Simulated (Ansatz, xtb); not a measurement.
## Relative energy of two conformers of CH7BO2Si

Structure a is `CB(O)O[SiH3]`, a singlet and structure b is `CB(O)O[SiH3]`, a singlet. Both are isolated molecules in the gas phase, relaxed with PBE0-D3(BJ)/def2-SVP.

a (Å):

```
atom    x (Å)    y (Å)    z (Å)
   C  -2.3842  -2.0377  -0.1337
   B  -1.7920  -0.5798  -0.0598
   O  -2.3536   0.5092  -0.6646
   O  -0.6449  -0.3612   0.6465
  Si   0.1817   1.0789   0.8769
   H  -2.5821  -2.4085   0.8850
   H  -3.3108  -2.1308  -0.7196
   H  -1.6339  -2.7197  -0.5656
   H  -3.1575   0.3026  -1.1481
   H  -0.6741   2.0768   1.5823
   H   1.3632   0.7533   1.7235
   H   0.6446   1.6409  -0.4254
```

b (Å):

```xyz
12

C    -1.6556   -1.3655   -0.2744
B    -2.2071   -0.3235    0.7684
O    -3.5427   -0.0993    0.8611
O    -1.3832    0.3881    1.6101
Si    0.2748    0.4017    1.8039
H    -1.0882   -2.1635    0.2336
H    -2.4584   -1.8335   -0.8598
H    -0.9531   -0.8832   -0.9750
H    -3.7332    0.5600    1.5389
H     0.5839    1.3848    2.8777
H     0.7679   -0.9502    2.2035
H     0.9482    0.8144    0.5364
```

Problem. Which of the two would you expect CCSD(T)/def2-SVP + ΔMP2/def2-TZVPP electronic energies to favour?

Solution. Too close to call at this level: CCSD(T)/def2-SVP + ΔMP2/def2-TZVPP gives E(b) − E(a) = −0.37 kcal/mol.

The same difference at several levels:

| level | geometry | E(b) − E(a) (kcal/mol) | departure from the last row (kcal/mol) | job, with rough time for the two |
| --- | --- | --- | --- | --- |
| PBE0-D3(BJ)/def2-SVP | PBE0-D3(BJ)/def2-SVP | −0.77 | −0.40 | optimisation, 2.3 min |
| HF/def2-SVP | PBE0-D3(BJ)/def2-SVP | −0.06 | +0.31 | part of the CCSD(T) run |
| MP2/def2-SVP | PBE0-D3(BJ)/def2-SVP | −0.68 | −0.31 | part of the CCSD(T) run |
| CCSD(T)/def2-SVP | PBE0-D3(BJ)/def2-SVP | −0.64 | −0.27 | single point |
| CCSD(T)/def2-SVP + ΔMP2/def2-TZVPP | PBE0-D3(BJ)/def2-SVP | −0.37 |  | single point, 32 s |

The largest departure from CCSD(T)/def2-SVP + ΔMP2/def2-TZVPP is that of PBE0-D3(BJ)/def2-SVP, 0.40 kcal/mol. Levels run at GFN2-xTB geometries aren't shown. The last row adds to CCSD(T) the change of the MP2 difference between the two basis sets, here +0.27 kcal/mol.

With harmonic frequencies from PBE0-D3(BJ)/def2-SVP (ideal gas, rigid rotor, one conformer each, 298.15 K, 1 atm): on the last row, ΔE + ΔZPE = −0.34, ΔH = −0.34, ΔG = −0.49 kcal/mol.

The correlated steps freeze 9 core orbitals. Programs: Ansatz 0.2.0; the last row on 2 threads of Arm Neoverse V1 on a shared host.
